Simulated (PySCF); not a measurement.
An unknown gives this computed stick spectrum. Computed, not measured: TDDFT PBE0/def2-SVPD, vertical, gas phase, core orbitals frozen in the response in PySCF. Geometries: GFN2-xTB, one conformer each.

```tsv
state	E (eV)	f
S1	5.56	0.0065
S2	6.18	0.014
S3	6.21	0.0081
S4	6.31	0.044
S5	7.00	0.032
S6	7.05	0.026
```

**Question.** Which candidate is it? All have the formula C6H15N.
A. `CCN(C)C(C)C`
B. `C[C@H](CC)[C@H](C)N`
C. `C(N)CCC(C)C`

**Answer.** A. Its S1, at 5.56 eV, is the lowest among the candidates; the nearest of the others has S1 at 6.20 eV. S1 is HOMO→LUMO (98%). Löwdin shares by element: HOMO nitrogen 56%, carbon 20% or more (atoms not listed hold the other 24%); LUMO carbon 38% or more (atoms not listed hold the other 62%). At the same level the other candidates give, for their lowest levels:
- `CC(C)CCCN`: 6.20 eV (f 0.008); 7.03 eV (f 0.003); 7.11 eV (f 0.019); 7.25 eV (f 0.020); 7.87 eV (f 0.000); T1 5.91 eV; HOMO -6.78, LUMO 0.78 eV
- `CC[C@@H](C)[C@H](C)N`: 6.24 eV (f 0.026); 6.86 eV (f 0.017); 6.96 eV (f 0.003); 7.09 eV (f 0.003); 7.84 eV (f 0.002); T1 6.01 eV; HOMO -6.73, LUMO 0.68 eV

Conformer computed: `[CH3:1][CH2:2][N:3]([CH3:4])[CH:5]([CH3:6])[CH3:7]`: C1–C2–N3–C4 80°, C2–N3–C5–C6 72°.
Triplets come from the Tamm–Dancoff approximation.

Without π bonds the low states may be Rydberg-like; a valence basis with one diffuse set may place them up to an eV too high.
